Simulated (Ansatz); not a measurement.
Ni₂O₂⁻. Total charge -1; doublet. Geometry PBE0-D4/def2-SVPD; atoms count from 1.

```csv
atom,x (Å),y (Å),z (Å)
Ni1,-0.2396,0.1328,0.5748
Ni2,0.8721,-0.4300,-1.6282
O3,0.1122,0.2191,2.1803
O4,-0.7446,0.0782,-1.1268
```

The charge -1 doublet is spin-contaminated (final ⟨S²⟩ up to 2.09, 0.75 for a pure state). No other spin state of charge -1 was run. The geometry of the doublet was relaxed on an unsound state (⟨S²⟩ 2.26, where a pure state has 0.75). Another isomer (doublet) lies 0.09 eV lower at PBE-D4/def2-TZVPD; other spin states weren't run for this one.

(1) Estimate the Mulliken populations from the PBE0/def2-TZVPD orbitals of Ansatz.

(2) Where does the spin sit?

(3) And the Mayer bond orders between bonded heavy atoms (over 0.3)?

## Answers

(1) 
| atom | charge (e) | spin (α − β) | d electrons |
| --- | --- | --- | --- |
| Ni1 | 0.29 | 1.24 | 8.38 |
| Ni2 | 0.29 | -0.94 | 8.70 |
| O3 | -0.79 | 0.75 | – |
| O4 | -0.80 | -0.05 | – |
Mulliken values and Mayer orders depend strongly on the basis. With diffuse functions, as here, like atoms can get unlike values, and bond orders can come out too low or too high.

(2) Summed by element: Ni 0.30, O 0.70, of 1 unpaired in all. Largest on single atoms: Ni1 1.24, Ni2 -0.94, O3 0.75.

(3) Ni1–Ni2 0.54 (2.53 Å); Ni1–O3 1.52 (1.65 Å); Ni1–O4 0.53 (1.78 Å); Ni2–O4 0.94 (1.77 Å).
